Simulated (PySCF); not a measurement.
**Peak assignment**

Atoms are numbered as in `[CH2:1]=[CH:2][Si@:3]([OH:4])([CH:5]=[O:6])[SiH2:7][PH2:8]`; H(Xn) means a hydrogen on atom n. Ha(C1) is cis to Si3; Ha(Si7) is pro-R; Hb(Si7) is pro-S; Hb(C1) is trans to Si3.

PySCF 2.14 calculation with coordinates at the GFN2-xTB level and PBE0/pcSseg-1 with gauge-including orbitals; no solvent model, relativity neglected, one averaged value for each set of equivalent atoms, one conformer.

References, each an isolated molecule treated in the same way: ¹³C (σ = 186.93 ppm), ¹H (σ = 31.72 ppm) against TMS.

(1) Assign these signals to the numbered atoms. ¹³C{¹H} NMR (computed): δ 250.3 (CH), 146.0 (CH2), 138.8 (CH).

(2) Assign these signals to the numbered atoms. ¹H NMR (400 MHz, computed): δ 12.25 (m, 1H), 6.70 (m, 1H), 6.42 (m, 1H), 6.30 (m, 1H), 3.88 (m, 1H), 3.83 (m, 1H), 2.29 (br s, 1H), 1.13 (m, 2H).

Results:

(1) 
250.3 → C5, carbonyl carbon
146.0 → C1, terminal =CH2 carbon: an sp2 carbon of a C=C bond
138.8 → C2, alkene CH: an sp2 carbon of a C=C bond

(2) 
| δ (ppm) | atoms | environment | reason |
| --- | --- | --- | --- |
| 12.25 | H(C5) | hydrogen on a carbonyl carbon | – |
| 6.70 | Hb(C1) | hydrogen on a terminal =CH2 carbon | a vinylic proton, deshielded by the sp2 carbon and the C=C anisotropy |
| 6.42 | Ha(C1) | hydrogen on a terminal =CH2 carbon | – |
| 6.30 | H(C2) | hydrogen on an alkene CH | a vinylic proton, deshielded by the sp2 carbon and the C=C anisotropy |
| 3.88 | Hb(Si7) | hydrogen on a silicon bonded to P, Si | – |
| 3.83 | Ha(Si7) | hydrogen on a silicon bonded to P, Si | – |
| 2.29 | H(O4) | hydrogen on an oxygen bonded to Si | labile proton, position sensitive to the medium |
| 1.13 | H(P8) | hydrogen on a phosphorus bonded to Si | – |

Ha(C1) and H(C2); Hb(Si7) and Ha(Si7) lie closer than the usual error of such a calculation, so a measured spectrum could show them in the other order.

Exchangeable OH/NH protons stand at their gas-phase positions; hydrogen bonding in a real sample shifts them, mostly to higher δ. Splittings by ³¹P in the carbon and heteronuclear signals aren't shown, as no couplings were computed. Shifts are as computed. Against solution values, carbons near 30 ppm lie about +3 ppm off and those near 130 ppm about +5 ppm. Of 1309 compounds with measured shifts, 239 miss one by over three times the rms of a fit or turn the order of signals round; such compounds aren't used in these exercises. No couplings were computed; multiplicities are counted from neighbouring protons, with m where these are inequivalent, close in shift, in a saturated or five-membered ring or joined by F or P, and br s for small geminal =CH2 splittings.
